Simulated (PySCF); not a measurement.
# Calculated NMR parameters of C=C[C@@H]1C[C@@H]2CCC[C@H]1C2

* Formula: C10H16
* SMILES: C=C[C@@H]1C[C@@H]2CCC[C@H]1C2
* Point group of the computed structure: C1
* Degrees of unsaturation: 3
* Carbon signals: 10
* Proton signals: 16

Mapped SMILES: `[CH2:1]=[CH:2][C@@H:3]1[CH2:4][C@@H:5]2[CH2:6][CH2:7][CH2:8][C@H:9]1[CH2:10]2`. Hydrogens are named by the atom that carries them. Ha(C4), Ha(C10) are cis to C2 on the ring; Ha(C1) is cis to C3; Ha(C6), Ha(C7), Ha(C8) are cis to C3 on the ring; Hb(C4), Hb(C10) are trans to C2 on the ring; Hb(C1) is trans to C3; Hb(C6), Hb(C7), Hb(C8) are trans to C3 on the ring.

- GFN2-xTB geometry
- NMR shieldings at PBE0/pcSseg-1/GIAO
- program: PySCF
- one computed conformer, in vacuum, non-relativistic Hamiltonian

Shifts are taken against calculated references (same method and geometry level): 1H (31.72 ppm), 13C (186.93 ppm) against TMS.

| carbon | δC, type | δH (multiplicity) | HMBC from (2–3 bonds) | span of the C tensor (ppm) |
| --- | --- | --- | --- | --- |
| C1 | 119.4, CH2 | Hb(C1) 5.51 (m); Ha(C1) 5.49 (m) | H(C2), H(C3) | 214 |
| C2 | 148.9, CH | 6.46 (m) | Hb(C1), Ha(C1), H(C3), H(C9), Hb(C4), Ha(C4) | 240 |
| C3 | 47.5, CH | 2.83 (m) | H(C2), Hb(C1), Ha(C1), H(C5), H(C9), Hb(C4), Hb(C10), Ha(C8), Ha(C4), Hb(C8), Ha(C10) | 36 |
| C4 | 32.9, CH2 | Hb(C4) 1.95 (m); Ha(C4) 1.59 (m) | H(C2), H(C3), H(C5), H(C9), Hb(C10), Ha(C6), Hb(C6), Ha(C10) | 33 |
| C5 | 38.3, CH | 2.16 (m) | H(C3), H(C9), Hb(C4), Ha(C7), Hb(C10), Ha(C4), Ha(C6), Hb(C6), Ha(C10), Hb(C7) | 30 |
| C6 | 36.7, CH2 | Hb(C6) 1.43 (m); Ha(C6) 1.44 (m) | H(C5), Hb(C4), Ha(C7), Hb(C10), Ha(C8), Ha(C4), Hb(C8), Ha(C10), Hb(C7) | 27 |
| C7 | 22.2, CH2 | Ha(C7) 1.71 (m); Hb(C7) 1.24 (m) | H(C5), H(C9), Ha(C8), Ha(C6), Hb(C6), Hb(C8) | 13 |
| C8 | 32.3, CH2 | Hb(C8) 1.32 (m); Ha(C8) 1.63 (m) | H(C3), H(C9), Ha(C7), Hb(C10), Ha(C6), Hb(C6), Ha(C10), Hb(C7) | 19 |
| C9 | 42.5, CH | 2.01 (m) | H(C2), H(C3), H(C5), Hb(C4), Ha(C7), Hb(C10), Ha(C8), Ha(C4), Hb(C8), Ha(C10), Hb(C7) | 35 |
| C10 | 42.8, CH2 | Ha(C10) 1.27 (m); Hb(C10) 1.68 (m) | H(C3), H(C5), H(C9), Hb(C4), Ha(C8), Ha(C4), Ha(C6), Hb(C6), Hb(C8) | 29 |

Carbon types of the structure: 4 × CH, 6 × CH2, which accounts for all hydrogens. δC 148.9: alkene CH; the olefinic region. δC 119.4: terminal =CH2 carbon; as expected for a trigonal carbon in a double bond. δC 42.8, 36.7, 32.9, 32.3, 22.2: sp3 CH2 in a ring; saturated and bonded to C and H only. δC 42.5, 38.3: sp3 CH in a ring; saturated and bonded to C and H only. δH 6.46: hydrogen on an alkene CH; olefinic region.

Shifts are as computed. Against solution values, carbons near 30 ppm lie about +3 ppm off and those near 130 ppm about +5 ppm. Of 1211 compounds with measured shifts, 218 miss one by over three times the rms of a fit or turn the order of signals round; such compounds aren't used in these exercises. No couplings were computed; multiplicities are counted from neighbouring protons, with m where these are inequivalent, close in shift, in a saturated or five-membered ring or joined by F or P, and br s for small geminal =CH2 splittings.
